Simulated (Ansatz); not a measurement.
Stepwise reaction of `O[SiH](O)[O][AlH2]` with hydrogen, as a gas-phase model of exchange steps in deposition or etching. ΔE in kJ/mol.

Calculated with Ansatz (gas phase, PBE0-D4/def2-TZVP geometries, no zero-point term in ΔE). CCSD(T)/CBS is the MP2 limit (def2-TZVPP, def2-QZVPP) plus CCSD(T) − MP2 in def2-TZVPP, frozen cores. This one scheme is used for every species. DFT in def2-TZVPP. B3LYP here is the variant with VWN-RPA as its local correlation; programs differ in this. One conformer a species, not always the lowest.

```
step                                              reaction  PBE-D4  B3LYP-D4  ωB97M-V  CCSD(T)/CBS
   1  `O[SiH](O)[O][AlH2]` + H₂ → `O[SiH2][O][AlH2]` + H₂O    95.6     101.5    103.0        100.1
```

Give the row of step 2, `O[SiH2][O][AlH2]` + H₂ → `[AlH2][O][SiH3]` + H₂O. (An estimate is asked.)

Computed: 
```
step                                           reaction  PBE-D4  B3LYP-D4  ωB97M-V  CCSD(T)/CBS
   2  `O[SiH2][O][AlH2]` + H₂ → `[AlH2][O][SiH3]` + H₂O    87.2      92.4     93.5         91.1
```

By hand: ΔE of the 2 steps together at CCSD(T)/CBS.

(100.1) + (91.1) = 191.2 kJ/mol, or 95.6 kJ/mol a step.

In ΔE each step is lower than the one before. All are uphill at CCSD(T)/CBS. PBE-D4 differs from CCSD(T)/CBS by -4.5 to -3.9 kJ/mol a step. Isolated molecules leave out the surface, adducts and barriers. Largest T1 diagnostic: 0.012.
